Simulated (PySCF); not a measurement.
**SMILES CNNc1ccccc1, C₇H₁₀N₂**

Molfile (atoms numbered from 1):
```
C7H10N2
     RDKit          3D

 19 19  0  0  0  0  0  0  0  0999 V2000
    2.9184   -0.5551    0.3597 C   0  0  0  0  0  0  0  0  0  0  0  0
    2.1765   -0.0560   -0.7890 N   0  0  0  0  0  0  0  0  0  0  0  0
    1.1601    0.8385   -0.4157 N   0  0  0  0  0  0  0  0  0  0  0  0
   -0.1484    0.4655   -0.2005 C   0  0  0  0  0  0  0  0  0  0  0  0
   -0.5245   -0.8622    0.0128 C   0  0  0  0  0  0  0  0  0  0  0  0
   -1.8463   -1.1828    0.2598 C   0  0  0  0  0  0  0  0  0  0  0  0
   -2.8163   -0.1977    0.3037 C   0  0  0  0  0  0  0  0  0  0  0  0
   -2.4507    1.1234    0.0945 C   0  0  0  0  0  0  0  0  0  0  0  0
   -1.1367    1.4544   -0.1578 C   0  0  0  0  0  0  0  0  0  0  0  0
    3.3925    0.2950    0.8482 H   0  0  0  0  0  0  0  0  0  0  0  0
    3.6900   -1.2305   -0.0037 H   0  0  0  0  0  0  0  0  0  0  0  0
    2.2985   -1.0783    1.0972 H   0  0  0  0  0  0  0  0  0  0  0  0
    1.7856   -0.8321   -1.3238 H   0  0  0  0  0  0  0  0  0  0  0  0
    1.2996    1.7651   -0.7950 H   0  0  0  0  0  0  0  0  0  0  0  0
    0.2116   -1.6530   -0.0134 H   0  0  0  0  0  0  0  0  0  0  0  0
   -2.1175   -2.2166    0.4204 H   0  0  0  0  0  0  0  0  0  0  0  0
   -3.8469   -0.4536    0.4965 H   0  0  0  0  0  0  0  0  0  0  0  0
   -3.2007    1.9005    0.1219 H   0  0  0  0  0  0  0  0  0  0  0  0
   -0.8548    2.4848   -0.3232 H   0  0  0  0  0  0  0  0  0  0  0  0
  1  2  1  0
  2  3  1  0
  3  4  1  0
  4  5  2  0
  5  6  1  0
  6  7  2  0
  7  8  1  0
  8  9  2  0
  9  4  1  0
  1 10  1  0
  1 11  1  0
  1 12  1  0
  2 13  1  0
  3 14  1  0
  5 15  1  0
  6 16  1  0
  7 17  1  0
  8 18  1  0
  9 19  1  0
M  END
```

Computed, not measured: PySCF, GIAO B3LYP/pcSseg-1 magnetisability, rotational g tensor and spin-rotation constants, non-relativistic, gas phase. Geometry: GFN2-xTB.

**Question.** How diamagnetic is it, and how anisotropic?

**Answer.** Isotropic -1376 × 10⁻³⁰ J/T², or -82.9 × 10⁻⁶ cm³/mol; principal values -1977, -1130, -1022 × 10⁻³⁰ J/T², anisotropy 906 × 10⁻³⁰ J/T² (root of half the summed squared differences of the principal values). The susceptibility is in cgs units.

**Question.** Split it along the inertial axes a, b, c into diamagnetic and paramagnetic parts about the centre of mass, with the quadrupole moment.

**Answer.** 
```
axis  χ (10⁻⁶ cm³/mol)  diamagnetic (10⁻⁶ cm³/mol)  paramagnetic (10⁻⁶ cm³/mol)  summed x² of all electrons (Å²)  quadrupole Θ (D Å)
   a             -68.0                      -412.3                        344.2                            285.2               +0.90
   b             -63.2                     -1299.6                       1236.4                             76.0               +6.93
   c            -117.4                     -1532.4                       1414.9                             21.1               -7.83
```
Anisotropies 2χaa − χbb − χcc = +44.5 and 2χbb − χaa − χcc = +59.1 × 10⁻⁶ cm³/mol. Θ is traceless in Buckingham's convention.

**Question.** And the rotational g tensor?

**Answer.** 
```csv
axis,rotational constant (GHz),g,nuclear part,electronic part
a,4.1805,-0.0529,0.6231,-0.6760
b,1.0217,-0.0170,0.5765,-0.5935
c,0.8580,+0.0111,0.5815,-0.5704
```
Asymmetric top; isotopes 12C, 1H, 14N; no vibrational averaging.
